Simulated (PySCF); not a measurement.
**Electron correlation in N⁺ (nitrogen, charge +1)**

[He] 2s1 2p3, high-spin 5S determinant (an excited configuration). Computed with PySCF 2.14 in dyall-av3z (15s9p3d2f, 71 functions), with the non-relativistic Hamiltonian (point nucleus). Frozen: 1s2; 4 electrons correlated; the 13 highest virtual orbitals of each spin left out.

MP2 pair energies summed by pair of shells (mhartree):

| pair | energy | share (%) |
| --- | --- | --- |
| 2p-2p | -22.32 | 79.1 |
| 2s-2p | -5.89 | 20.9 |

Total MP2 correlation energy: -28.22 mhartree.

Same-spin part -28.22 and opposite-spin part 0.00 mhartree; SCS-MP2 scales them by 1/3 and 6/5 to -9.41 mhartree.
